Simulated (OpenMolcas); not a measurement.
# Cu3+: moving or changing the point charges

Cu3+ among 5 point charges of -2 e arranged as a trigonal bipyramid (D3h), 1.87 Å from the ion, with the axial distance 1.795 Å.

- Program: OpenMolcas 26.06
- Method: CASSCF
- Basis: ANO-RCC-VDZP [5s4p2d1f]
- Scalar Hamiltonian: DKH2, point nucleus
- Active space: 8 electrons in 5 orbitals (3d)
- State averaging: 2S+1 = 3 even, 10 roots; 2S+1 = 1 even, 15 roots
- Spin-orbit coupling: RASSI with atomic mean-field integrals over the reference wave functions

Runs around this geometry, states (labels of D3, the rotations of D3h). Energies in cm-1 above the lowest state or level, χT in cm3 K/mol.

```csv
R (Å),q (e),Axial / equatorial distance,Ground state,First state of that spin,First gap with spin-orbit (degeneracies),χT at 300 K,First state of another spin
1.87,-1.3,0.96,3E,3E 1228,"268.0 (2, 2)",3.063,1E 18892
1.79,-2,0.96,3E,3E 1897,"408.4 (2, 2)",2.796,1A1 18268
1.87,-2,0.96,3E,3E 1600,"347.8 (2, 2)",2.890,1A1 18602
2.05,-2,0.96,3E,3E 1078,"217.5 (2, 2)",3.115,1E 18773
1.87,-2,1.04,3E,3E 1872,"0.1 (1, 1)",2.857,1A1 19091
```

Taking the first state of the same spin as R^-n, n = -ln(1078 / 1897) / ln(2.05 / 1.79) = 4.2 between the shortest and longest distance.

Scaling the charges by -1.3 / -2 = 0.65 scales the first state of the same spin by 1228 / 1600 = 0.77; with fixed orbitals a first-order splitting would follow the charge.

An orbital doublet at a regular site is open to a Jahn-Teller distortion, which this geometry leaves out. Without dynamic correlation the repulsion within the d shell is too large (B by tens of per cent), so at a given field states of lower spin stand too high. Point charges give a weaker field than real ligands, and real ions of this kind are often low spin; the high spin found here belongs to the model. The ground term spreads over less than 5000 cm-1, several times less than with real ligands, so orbital moments are less quenched and χT lies further from the spin-only value than at real sites (holds for R = 1.87, q = -1.3, ratio = 0.96; R = 1.87, q = -2, ratio = 0.96; R = 2.05, q = -2, ratio = 0.96; R = 1.87, q = -2, ratio = 1.04). This is an electrostatic model: the charges have no orbitals. No measured value stands beside these numbers.
